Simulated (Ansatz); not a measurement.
Breaking a bond: SiMg, lowest singlet found (which spin is the ground state isn't settled by this scan).

Level of theory: CCSD(T) on RHF/aug-cc-pVDZ, frozen core (Ansatz, a quantum-chemistry and plane-wave program).

The batch members p0 to p11 hold the bond at 1.82, 1.98, 2.11, 2.18, 2.31, 2.41, 2.46, 2.55, 2.60, 2.70, 2.86, 2.99 Å.

Ansatz input:

Ansatz 0.2 input:
```yaml
# input.yaml
basis:
  gaussian: { orbitals: aug-cc-pvdz }
correlation:
  method: ccsd_t
  electrons: outside_noble_gas
scf:
  omitted_lower_state_checks: [cluster_reference, increment]
batch:
  members: [p0.yaml, p1.yaml, p2.yaml, p3.yaml, p4.yaml, p5.yaml, p6.yaml, p7.yaml, p8.yaml, p9.yaml, p10.yaml, p11.yaml]

# p6.yaml, one of the 12 members of this batch
crystal:
  periodic: [false, false, false]
  atoms:
    - { symbol: Si, position_ang: [0.0, 0.0, 0.0] }
    - { symbol: Mg, position_ang: [0.0, 0.0, 2.46] }
total_charge: 0
magnetization:
  spin_polarized: false
```

Lines of the output on each member:

```
Member 2: Total energy: -13293.27441446 eV, -488.5188242266 hartree
Member 2: Checks for a lower state left out: cluster_reference, increment
Member 7: Total energy: -13294.26273372 eV, -488.5551442891 hartree
Member 7: Checks for a lower state left out: cluster_reference, increment
Member 1: Total energy: -13292.35684636 eV, -488.4851042207 hartree
Member 1: Checks for a lower state left out: cluster_reference, increment
Member 0: Total energy: -13290.49417311 eV, -488.4166522411 hartree
Member 0: Checks for a lower state left out: cluster_reference, increment
Member 3: Total energy: -13293.60841029 eV, -488.5310983469 hartree
Member 3: Checks for a lower state left out: cluster_reference, increment
Member 4: Total energy: -13294.01012105 eV, -488.5458609450 hartree
Member 4: Checks for a lower state left out: cluster_reference, increment
Member 5: Total energy: -13294.17490721 eV, -488.5519167245 hartree
Member 5: Checks for a lower state left out: cluster_reference, increment
Member 6: Total energy: -13294.22233973 eV, -488.5536598374 hartree
Member 6: Checks for a lower state left out: cluster_reference, increment
Member 9: Total energy: -13294.23855871 eV, -488.5542558742 hartree
Member 9: Checks for a lower state left out: cluster_reference, increment
Member 8: Total energy: -13294.26519375 eV, -488.5552346937 hartree
Member 8: Checks for a lower state left out: cluster_reference, increment
Member 10: Total energy: -13294.13965450 eV, -488.5506212114 hartree
Member 10: Checks for a lower state left out: cluster_reference, increment
Member 11: Total energy: -13294.03499612 eV, -488.5467750869 hartree
Member 11: Checks for a lower state left out: cluster_reference, increment
```
